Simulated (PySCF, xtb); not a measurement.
MoO₃, SMILES [O]=[Mo](=[O])=[O], multiplicity 1.

Harmonic wavenumbers (cm⁻¹) from GFN2-xTB (xtb 6.7.1) at its own minimum, in rising order: 198, 284, 284, 839, 839, 840.

**Question.** What does B3LYP-D3(BJ)/def2-TZVP (PySCF) give at its own minimum? (The exact figures need the calculation; the answer reports its results.)

**Answer.** 251, 339, 339, 975, 975, 1014. Paired by order, the mean absolute difference is 102 cm⁻¹ and the zero-point energies are 4.7 and 5.6 kcal/mol.
